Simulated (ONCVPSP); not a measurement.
F: one change to an ONCV potential, before and after

ONCVPSP 4.0.1 input, shortened (lines: element, Z, core and valence counts, functional; n l f; lmax; l rc ep ncon nbas qcut; lloc lpopt rc5 dvloc0; l nproj debl; icmod fcfact rcfact), PBE, scalar-relativistic:

```
  F 9.00    1    2        4      upf
    1    0    2.00
    2    0    2.00
    2    1    5.00
    2
    0    0.60    0.00    4    8   10.70
    1    1.15    0.00    4    7   14.90
    2    0.95    0.07    4    9    9.80
    4    3    0.45    0.00
    0    3    0.50
    1    2    3.00
    2    3    3.00
    0    0.00    0.00
```

In the s channel the program set the typed energies aside and used -1.099, 0.250, 0.750 Ha.

Change: s: rc 0.8.

Cutoffs: the cutoffs (Ha) at which the residual kinetic energy of the hardest occupied pseudo-wave falls to 1 and 0.1 mHa per electron; they do not see the model core or the augmentation charge, which bear on the density cutoff. Errors are all-electron minus pseudo energies relative to the spin-unpolarised reference configuration.

Question: What does the change do?

Answer: The potential gets softer (60 Ha and 111 Ha → 60 Ha and 90 Ha); both files keep a bound ghost (s); the errors of the 4 common tests hardly move. A larger radius leaves more room for a smooth pseudo-wave, so fewer plane waves are needed.

| quantity | base | changed |
| --- | --- | --- |
| cutoff, loose | 60 Ha | 60 Ha |
| cutoff, tight | 111 Ha | 90 Ha |
| loose cutoff by channel | s 55 Ha, p 60 Ha | s 49 Ha, p 60 Ha |
| bound ghosts | s | s |
| GHOST(+) flags under 300 eV | none | none |
| error for 2s2 2p4, meV [ΔE 19.39 eV] | +4.7 | +4.9 |
| error for 2s2 2p3, meV [ΔE 57.77 eV] | +50 | +52 |
| error for 2s2 2p2, meV [ΔE 118.41 eV] | +224 | +230 |
| error for 2s2 2p4.5, meV [ΔE 7.54 eV] | +0.3 | +0.3 |
| p: phases at 1.16 bohr within 0.05 rad from the reference energy up to (Ha; the scan ends near 5) | to the end of the scan | to the end of the scan |
| d: phases at 0.96 bohr within 0.05 rad from the reference energy up to (Ha; the scan ends near 5) | to the end of the scan | to the end of the scan |

 A true bound ghost makes a file unfit for plane-wave use even where its test errors are small: the radial tests pick states by their node count and pass the ghost by.
